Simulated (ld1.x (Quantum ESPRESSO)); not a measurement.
**thulium (Tm), TM: configuration errors across variants**

* Element: thulium
* Generator: ld1.x (Quantum ESPRESSO) 7.5
* Type: norm-conserving Troullier–Martins (Kleinman–Bylander form)
* Functional: PBE
* Relativity: fully relativistic
* Frozen core: [Xe]
* Valence charge: 15
* Reference configuration: 4f12 5d1 6s2 6p0
* Partial waves: 6s (bound): rc 2.80 bohr; 6p (bound, empty): rc 3.40 bohr; 5d (bound): rc 2.25 bohr; 4f (bound): rc 0.55 bohr
* Local potential: the f channel
* Core correction: none

Open shells are filled in proportion to 2j + 1 (rel_dist='average').

All-electron excitation energies from the reference (eV): (1) 4f13 5d0 6s2 6p0 -4.855; (2) 4f13 5d0 6s1 6p0 1.606; (3) 4f13 5d0 6s0 6p0 13.707; (4) 4f12 5d0 6s0 6p0 40.036; (5) 4f11 5d0 6s0 6p0 85.965.

Tests that are not counted but printed errors over 1 eV. “base”: 4f13 5d0 6s0 6p2 (solver errors, printed error -7.8 eV); 4f13 5d0 6s0 6p1 (solver errors, printed error -2.4 eV). “all radii scaled by about 0.76 (s 2.12, p 2.58, d 1.70, f 0.42 bohr)”: 4f13 5d0 6s0 6p2 (solver errors, printed error -1685 eV). “all radii scaled by about 1.05 (s 2.92, p 3.56, d 2.36, f 0.58 bohr)”: 4f13 5d0 6s0 6p2 (solver errors, printed error -7.8 eV); 4f13 5d0 6s0 6p1 (solver errors, printed error -1.3 eV). “all radii scaled by about 1.13 (s 3.18, p 3.86, d 2.54, f 0.62 bohr)”: 4f13 5d0 6s0 6p2 (pseudo-atom not self-consistent, printed error +2.2 eV). “all radii scaled by about 1.19 (s 3.34, p 4.06, d 2.68, f 0.66 bohr)”: 4f13 5d0 6s0 6p2 (pseudo-atom not self-consistent, printed error -110 eV).

A true bound ghost makes a file unfit for plane-wave use even where its test errors are small: the radial tests pick states by their node count and pass the ghost by. Where a test does run into it, the solver fails or the error is huge.

The file “base” misses its own reference levels by 0.8 eV. The file “all radii scaled by about 0.76 (s 2.12, p 2.58, d 1.70, f 0.42 bohr)” misses its own reference levels by 0.9 eV. The file “all radii scaled by about 0.83 (s 2.32, p 2.82, d 1.86, f 0.46 bohr)” misses its own reference levels by 0.8 eV. The file “all radii scaled by about 1.05 (s 2.92, p 3.56, d 2.36, f 0.58 bohr)” misses its own reference levels by 0.8 eV. The file “all radii scaled by about 1.13 (s 3.18, p 3.86, d 2.54, f 0.62 bohr)” misses its own reference levels by 0.8 eV. The file “all radii scaled by about 1.19 (s 3.34, p 4.06, d 2.68, f 0.66 bohr)” misses its own reference levels by 0.7 eV. The file “all radii scaled by about 1.30 (s 3.64, p 4.42, d 2.92, f 0.72 bohr)” misses its own reference levels by 0.7 eV. The file “all radii scaled by about 1.36 (s 3.80, p 4.62, d 3.06, f 0.74 bohr)” misses its own reference levels by 0.7 eV.

Errors AE − PS in meV (a dash: test not solved or not reliable):

| change | (1) | (2) | (3) | (4) | (5) | bound ghosts |
| --- | --- | --- | --- | --- | --- | --- |
| base | -523 | -527 | -270 | +461 | -1063 | s, d5/2, d3/2 |
| all radii scaled by about 0.76 (s 2.12, p 2.58, d 1.70, f 0.42 bohr) | -545 | -468 | -39 | +418 | -1484 | s, d5/2, d3/2 |
| all radii scaled by about 0.83 (s 2.32, p 2.82, d 1.86, f 0.46 bohr) | -544 | -513 | -180 | +424 | -1260 | s, d5/2, d3/2 |
| all radii scaled by about 1.05 (s 2.92, p 3.56, d 2.36, f 0.58 bohr) | -516 | -518 | -262 | +464 | -1074 | s, d5/2, d3/2 |
| all radii scaled by about 1.13 (s 3.18, p 3.86, d 2.54, f 0.62 bohr) | -516 | -516 | -257 | +458 | -1096 | s, d5/2, d3/2 |
| all radii scaled by about 1.19 (s 3.34, p 4.06, d 2.68, f 0.66 bohr) | -519 | -513 | -250 | +444 | -1142 | s, d5/2, d3/2 |
| all radii scaled by about 1.30 (s 3.64, p 4.42, d 2.92, f 0.72 bohr) | -535 | -515 | -244 | +409 | -1238 | s, d5/2, d3/2 |
| all radii scaled by about 1.36 (s 3.80, p 4.62, d 3.06, f 0.74 bohr) | -550 | -517 | -240 | +375 | -1321 | s, d5/2, d3/2 |

Question: Give the same row for: all radii scaled by about 0.93 (s 2.60, p 3.16, d 2.08, f 0.52 bohr).

Answer: -528, -527, -259, +449, -1102; bound ghosts: s, d5/2, d3/2. Not counted: 4f13 5d0 6s0 6p2 (solver errors, printed error -7.8 eV); 4f13 5d0 6s0 6p1 (solver errors, printed error -2.4 eV).
